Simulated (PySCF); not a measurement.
# Dipole moment and polarisability of `C=C(C[SiH3])CCl`

Compound: C₄H₉ClSi.
Cartesian coordinates in Å at the GFN2-xTB level; atoms count from 1:
```xyz
15
C4H9ClSi angstrom
C      0.6531   -0.9259   -1.5511
C      0.5990   -0.2568   -0.4073
C     -0.2598   -0.6665    0.7406
Si    -1.9307    0.2610    0.7520
C      1.4050    0.9846   -0.2024
Cl     2.7188    0.6748    0.9869
H      0.0742   -1.8196   -1.7072
H      1.2738   -0.6086   -2.3712
H     -0.4556   -1.7375    0.6900
H      0.2677   -0.4735    1.6753
H     -1.7071    1.7037    0.8707
H     -2.7051   -0.2124    1.8991
H     -2.6325   -0.0194   -0.4999
H      1.8916    1.3156   -1.1187
H      0.8033    1.7886    0.2212
```

Level: CAM-B3LYP/def2-SVPD (PySCF), static field, nuclei fixed, core orbitals frozen in the response. The polarisability tensor in these axes (au):

```
x   97.61  2.41 -1.25
y    2.41 80.31  8.75
z   -1.25  8.75 93.05
```

**Question.** Give the principal values, the mean and the anisotropy Δα = √{½[(α1 − α2)² + (α2 − α3)² + (α1 − α3)²]}.

**Answer.** Principal values 75.53, 97.50 and 97.95 au; mean 90.33 au = 13.38 Å³ = 14.89 × 10⁻⁴⁰ C²·m²/J; Δα = 22.20 au (25 % of the mean).

**Question.** What is the dipole moment, and where does it point?

**Answer.** (-1.36, -0.08, -0.95) D, 1.66 D in size, pointing from the negative to the positive side. Measured along this direction, the outermost atoms are Cl6 at the negative end and H13 at the positive end.

**Question.** What depolarisation ratio follows for Rayleigh scattering of linearly polarised light, taking the static tensor?

**Answer.** ρ = 3Δα²/(45ᾱ² + 4Δα²) = 1478.6/(367140 + 1971.5) = 0.00401.

**Question.** Form Σ f/ω² (atomic units) for the 8 lowest TDDFT singlets, given as eV and f, and set it beside the mean polarisability, which is this sum over all singlets: 6.44, 0.2792; 6.84, 0.0241; 6.87, 0.0102; 6.90, 0.0051; 7.55, 0.0889; 7.81, 0.0366; 7.84, 0.0195; 8.03, 0.0423.

**Answer.** They add up to 7.93 au, 8.8 % of the 90.33 au; the largest single term is 4.99 au, from the state at 6.44 eV. Terms in order: 4.99, 0.38, 0.16, 0.08, 1.15, 0.44, 0.23, 0.49 au. Higher excitations give the rest. The strengths listed sum to 0.506.

**Question.** What would n − 1 = 2πNα be for an ideal gas of these molecules at 400 K and 1 atm, electronic part alone?

**Answer.** N = p/kT = 1.8347 × 10¹⁹ cm⁻³, so n − 1 = 2π × N × 13.38 × 10⁻²⁴ cm³ = 1543 × 10⁻⁶ at long wavelengths.

**Question.** How large is μ²/3kT at 273 K beside α?

**Answer.** In Gaussian units μ²/3kT = 24.44 Å³ against 13.38 Å³, a ratio of 1.83; the Debye molar polarisation (4π/3)N_A(α + μ²/3kT) is 95.4 cm³/mol, leaving out the vibrational part.

**Question.** Give the eigenvalues of the traceless quadrupole moment Θ = ½Σq(3rr − r²1), origin at the centre of nuclear charge.

**Answer.** -7.74, 2.51, 5.24 D·Å. The values depend on the origin, since the dipole doesn't vanish. The electronic extent ⟨r²⟩ about the same centre is 1178 bohr², a root-mean-square distance of 2.27 Å for the 64 electrons.

Isolated species at its GFN2-xTB geometry (one conformer only).
